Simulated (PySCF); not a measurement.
**Solvent effects on NMR parameters**

Cartesian coordinates in Å; atom numbers follow the order of the lines, from 1:
```xyz
23

C     1.986    0.136   -1.520
C     1.420   -0.026   -0.117
C    -0.015   -0.584   -0.014
C    -0.413   -0.609    1.466
C    -0.061   -2.018   -0.549
C    -1.019    0.254   -0.825
C    -1.094    1.725   -0.487
F    -2.041    2.331   -1.280
H     1.403    0.849   -2.123
H     2.009   -0.818   -2.067
H     3.018    0.513   -1.480
H     1.464    0.945    0.407
H     2.078   -0.695    0.463
H    -0.336    0.385    1.933
H     0.245   -1.286    2.032
H    -1.448   -0.965    1.593
H    -1.060   -2.458   -0.401
H     0.668   -2.657   -0.026
H     0.160   -2.060   -1.626
H    -0.792    0.169   -1.901
H    -2.028   -0.174   -0.695
H    -0.129    2.232   -0.661
H    -1.375    1.887    0.567
```

GIAO PBE0/pcSseg-1 in PySCF 2.14.0 with density-fitted response routines on one PBE0-D3(BJ)/def2-SVP conformer, non-relativistic, equivalent nuclei averaged. Solvents enter as an IEF-PCM continuum (tetrahydrofuran with ε = 7.4, acetonitrile with ε = 35.7) around the gas-phase geometry. Shifts are referred to TMS, CFCl3 computed in the same medium.

Gas phase, δ in ppm: C7 81.2, C6 40.2, C2 34.7, C3 31.0, C4/C5 31.0, C1 9.8, F8 -248.3, H22/H23 4.38, H20/H21 1.49, H12/H13 0.97, H9/H10/H11 0.94, H14/H15/H16/H17/H18/H19 0.89. Dipole moment 2.02 D.

Q: How does each δ change in the continuum?

A: 
```csv
atoms,environment,"Δδ, tetrahydrofuran","Δδ, acetonitrile"
C7,sp3 CH2 bonded to F,+1.9,+2.3
C6,sp3 CH2,+0.5,+0.6
C2,sp3 CH2,+0.4,+0.5
C3,quaternary sp3 carbon,+1.0,+1.2
C4/C5,methyl carbon,+0.2,+0.2
C1,methyl carbon,+0.4,+0.5
F8,fluorine on an sp3 carbon,-3.5,-4.1
H22/H23,hydrogen on an sp3 CH2 bonded to F,+0.16,+0.20
H20/H21,hydrogen on an sp3 CH2,0.00,0.00
H12/H13,hydrogen on an sp3 CH2,+0.04,+0.05
H9/H10/H11,hydrogen on a methyl carbon,-0.01,-0.01
H14/H15/H16/H17/H18/H19,hydrogen on a methyl carbon,+0.01,+0.01
```

Changes are relative to the gas phase. The dipole moment becomes 2.31 D in tetrahydrofuran, 2.36 D in acetonitrile.

Q: Which of the listed nuclei move most (in ppm), and what does the model miss?

A: F8 (fluorine on an sp3 carbon, -4.1 ppm) in acetonitrile. A continuum only polarises the solute; specific hydrogen bonds, the anisotropy of aromatic solvents and changes of geometry or conformer are outside it.
